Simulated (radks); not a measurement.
Spherical quantum dot in the effective-mass picture: electrons in a hard-walled sphere of radius 2.61, with a point charge +1 (a donor) at the centre, all in effective atomic units (hartree* = m*/eps^2 hartree, bohr* = eps/m* bohr), one dielectric constant everywhere. Method: non-relativistic Kohn-Sham, PBE, spin-polarised, spherical densities; computed with a radial shooting solver with Libxc functionals. Levels are named by radial order and angular momentum (1s, 1p, 1d, 2s, ...), and open shells are averaged over m. Results are scaled to m* = 0.435 and eps = 10.6, for which hartree* = 105.3 meV and bohr* = 1.289 nm.

N = 8, configuration 1s2 1p6. This is the lowest configuration that the search found. Occupied and some empty levels:

| level | occupation | eigenvalue (meV) | <r> (nm) |
|---|---|---|---|
| 1s | 2 | 426.59 | 1.732 |
| 1p | 6 | 500.97 | 2.093 |
| 1d | 0 | 591.76 | 2.253 |
| 2s | 0 | 620.00 | 1.567 |
| 1f | 0 | 704.37 | 2.362 |

Energy (meV): total 2034.57, kinetic 1116.0, external -622.89, Hartree 1945.7, exchange-correlation -404.26.

Electron density:

| r (nm) | n(r) (e/nm^3) |
|---|---|
| 0.251 | 0.1381 |
| 0.504 | 0.1131 |
| 0.756 | 0.1055 |
| 1.01 | 0.1069 |
| 1.26 | 0.1115 |
| 1.51 | 0.1147 |
| 1.77 | 0.1125 |
| 2.02 | 0.1021 |
| 2.27 | 0.08261 |
| 2.52 | 0.05661 |
| 2.77 | 0.02987 |
| 3.03 | 0.009834 |
| 3.28 | 0.0006178 |
